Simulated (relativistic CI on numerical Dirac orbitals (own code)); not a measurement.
## Charge states of dysprosium

These numbers are calculated, not measured: Dirac-Coulomb-Breit CI, separate exchange-only KLI orbitals for each configuration, QED by a radiative potential, valence Slater integrals scaled by 0.9 (own radial code, finite nucleus).

Each species is treated in one configuration, given outside its closed core. Radial values are for the open shell of highest l, unscaled and averaged over j; ζ includes the Breit term. Labels give the leading LS character, summed over repeated terms.

```tsv
Ion	Configuration	Its lowest level	LS weight (%)	⟨r⟩ (bohr)	⟨r²⟩ (bohr²)	Next level	E (cm⁻¹)	g_J	g√(J(J+1))
Dy⁵³⁺	3s²3p	²P°1/2	100	0.2066	0.04938	²P°3/2	1.7174e+06	0.652	0.56
Dy⁵⁴⁺	3s²	¹S0	100						0.00
Dy⁵⁵⁺	3s	²S1/2	100	0.2104	0.05053			1.988	1.72
Dy⁵⁶⁺	2s²2p⁶	¹S0	100						0.00
Dy⁵⁷⁺	2s²2p⁵	²P°3/2	100	0.07686	0.007196	²P°1/2	6.647e+06	1.306	2.53
Dy⁵⁸⁺	2s²2p⁴	³P2	68	0.07633	0.007094	¹S0	396050	1.315	3.22
Dy⁵⁹⁺	2s²2p³	?	?	?	?	?	?	?	?
Dy⁶⁰⁺	2s²2p²	³P0	69	0.07532	0.006897	³P1	6.7306e+06		0.00
Dy⁶¹⁺	2s²2p	²P°1/2	100	0.07483	0.006805	²P°3/2	7.0731e+06	0.627	0.54
Dy⁶²⁺	2s²	¹S0	100						0.00
Dy⁶³⁺	2s	²S1/2	100	0.08462	0.008473			1.962	1.70
Dy⁶⁴⁺	1s²	¹S0	100						0.00
```

(1) Fill in the row of Dy⁵⁹⁺.

Results:

(1) Its lowest level J = 3/2 (mixed); LS weight (%) 48; ⟨r⟩ (bohr) 0.07582; ⟨r²⟩ (bohr²) 0.006994; Next level ⁴S°3/2; E (cm⁻¹) 6.5951e+06; g_J 1.325; g√(J(J+1)) 2.57.
